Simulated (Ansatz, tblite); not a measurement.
Cost and result up the ladder for Cs3 (the lowest doublet isomer of a short search) (3 atoms). Charge 0, multiplicity 2. Geometry: PBE/def2-TZVP.

Cartesian coordinates in Å:
```
Cs 1.935 -2.311 -1.450
Cs -2.299 -0.925 0.679
Cs 0.364 3.235 0.770
```

Ansatz on 4 threads of Arm Neoverse V2 on a shared host; xTB runs through tblite on one thread. Times are rough, summed over both states, and most runs start from the orbitals of an earlier one. No level here is sound enough to serve as a yardstick. The other state is a singlet.

In the def2 sets Cs takes a core potential; there is no spin–orbit coupling. The xTB rows come from tblite. Correlated methods freeze no core orbitals; core or outer-core shells of Cs are correlated, in sets that lack core-valence functions. In CCSD on the charge 0 doublet the largest single amplitude is 0.24, so its Hartree–Fock determinant may place the open shell otherwise than the density functionals do. The structure comes from a short search, and lower isomers may exist.

Run but left out: HF/def2-TZVPP, MP2/def2-TZVPP (doublet: ⟨S²⟩ 1.29, where a pure state has 0.75).

Correlated methods converge slowly with the basis.

Raw xTB energies of ions are shifted by several eV, and xTB has no spin-polarisation term.

```json
{"level": "PBE/def2-TZVP", "functions": "87", "vertical IE (eV)": "3.19", "remarks": "restricted SCF unstable in HF (+1 singlet)"}
{"level": "CCSD(T)/def2-TZVPP", "functions": "108", "vertical IE (eV)": "3.01", "remarks": "large T1 (0.068) (doublet), restricted SCF unstable (+1 singlet), spin-contaminated (⟨S²⟩ 1.29) (doublet)"}
{"level": "GFN1-xTB", "functions": "12", "vertical IE (eV)": "8.74", "remarks": "–"}
{"level": "r2SCAN/def2-TZVP", "functions": "87", "vertical IE (eV)": "3.12", "remarks": "restricted SCF unstable in HF (+1 singlet), spin-contaminated (⟨S²⟩ 0.87) (doublet)"}
{"level": "GFN2-xTB", "functions": "12", "vertical IE (eV)": "5.82", "remarks": "–"}
```

Task: Estimate how long each takes.

Result: GFN1-xTB 0.002 s; GFN2-xTB 0.002 s; PBE/def2-TZVP 3.6 s; r2SCAN/def2-TZVP 15 s; CCSD(T)/def2-TZVPP 16 s. On shared hardware such times vary by a factor of up to 3.
